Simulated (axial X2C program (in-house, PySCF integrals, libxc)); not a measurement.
**Nuclear properties of InNC**

Calculated with an axial X2C code built on PySCF integrals: two-component X2C with atomic mean-field Coulomb and Gaunt terms, Gaussian nuclei, basis In dyall-v3z, N dyall-av3z, C dyall-v3z with contracted cores.

In–N–C held linear, with bonds 2.165 and 1.175 Å (near the PBE0 minimum at charge 0 of the determinant lowest at the starting distance; the state shown can have its own minimum elsewhere, held linear; other orders of the atoms were not compared).

Determinant lowest in the PBE0 search, Ω = 0 (closed shell), highest spinor 29% C p, 22% N p, 15% In p:

```csv
level,qzz In (a.u.),qzz N (a.u.),qzz C (a.u.),μ (D)
PBE0,-4.12,-0.49,-0.97,-5.49
HF,-4.18,-0.57,-1.10,-5.07
PBE,-4.08,-0.47,-0.93,-5.50
```

qzz is the electric field gradient, eQq0 = 234.96 MHz × Q/barn × qzz; μ is positive if the C end (last atom) is positive. The operators were transformed with the bare-nucleus X2C matrices; with these basis sets, hyperfine constants and field gradients can be off by tens of per cent, and where levels differ in sign neither size nor sign is settled.

**Question.** With Q(115In) = 0.772 barn, Q(14N) = 0.02044 barn (Q from Pyykkö, Mol. Phys. 2018), turn the PBE0 values of the first state into constants in MHz.

**Answer.** eQq0(115In) = 234.96 × (0.772) × (-4.12) = -747 MHz; eQq0(14N) = 234.96 × (0.02044) × (-0.49) = -2.35 MHz.

The molecule was held linear; bending was not examined, so a bent shape may lie lower.

Each state is one determinant with collinear spin. The search compared states at one distance, so a state with another bond length can lie lower.
